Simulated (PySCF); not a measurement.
Compound: C3H9Tl.
Bonds: C1–Tl2, Tl2–C3, Tl2–C4. Hydrogens: H5, H6, H7 on C1; H8, H9, H10 on C3; H11, H12, H13 on C4.

Method: PySCF 2.14.0, PBE0-D3(BJ)/def2-SVP geometry optimisation, gas phase, def2 core potentials past Kr; density fitting, grid level 1; the optimiser is geomeTRIC in internal coordinates, started from a GFN2-xTB structure with every atom displaced at random (about 0.01 Å).

Step 0: E = -7944.1178 eV
```
atom  x, y, z in Å  |  force x, y, z in eV/Å
C1     -0.4620    2.2541   -0.1492   -0.437  -0.545  -0.398
Tl2    -0.0047   -0.0045    0.0238    0.163  -0.023   0.012
C3      2.2018   -0.7186    0.1447   -0.488   0.845   0.506
C4     -1.7071   -1.5568    0.0091   -0.783   1.780   0.202
H5     -0.4078    2.5712   -1.2063    0.122  -0.215   0.062
H6      0.2178    2.8739    0.4221    0.582   0.115   0.325
H7     -1.4780    2.4929    0.1921   -0.127  -0.244   0.068
H8      2.4300   -1.1461    1.1250   -0.261  -0.158   0.314
H9      2.9070    0.1139    0.0183   -0.149   0.159  -0.198
H10     2.4069   -1.4775   -0.5905    0.001  -0.549  -0.679
H11    -2.6526   -1.1314    0.4399    0.675   0.017  -0.295
H12    -1.9375   -1.8508   -1.0078    0.039  -0.060  -0.670
H13    -1.5078   -2.4372    0.5684    0.664  -1.123   0.749
```

**Question.** Estimate the geometry and energy of step 1. (The exact step hangs on the optimiser's Hessian estimate; all steps are aligned on step 0, rigid shifts and turns removed.)

**Answer.** E = -7944.3418 eV, largest force 0.358 eV/Å
```
atom  x, y, z in Å  |  force x, y, z in eV/Å
C1     -0.4638    2.1541   -0.1445   -0.113   0.169   0.024
Tl2     0.0160   -0.0091    0.0244    0.133  -0.037  -0.027
C3      2.1353   -0.6898    0.1438    0.093   0.038   0.066
C4     -1.6534   -1.4702    0.0089   -0.300  -0.101   0.168
H5     -0.4030    2.4561   -1.2021    0.057  -0.037   0.006
H6      0.2338    2.7737    0.4370    0.064  -0.057  -0.030
H7     -1.4868    2.3561    0.2035   -0.017  -0.060   0.009
H8      2.3342   -1.1223    1.1357   -0.094  -0.049   0.027
H9      2.8285    0.1508    0.0026   -0.035   0.022  -0.080
H10     2.3358   -1.4645   -0.6110   -0.043   0.022  -0.010
H11    -2.5612   -1.0091    0.4307    0.076   0.028  -0.054
H12    -1.8771   -1.7632   -1.0283    0.059   0.006  -0.030
H13    -1.4326   -2.3795    0.5889    0.119   0.055  -0.068
```

The energy changes by -0.2240 eV. The first-order estimate −F·Δx gives -0.4186 eV and the mean of the old and new forces, exact on a quadratic surface, -0.2185 eV. The step makes an angle of 70° with the force vector and moves no atom by more than 0.153 Å.

The cost below is that of the whole optimisation. Time: 25 s; peak memory 0.49 GiB. Hardware: one thread, Arm Neoverse V2 (aarch64), no GPU, shared host.
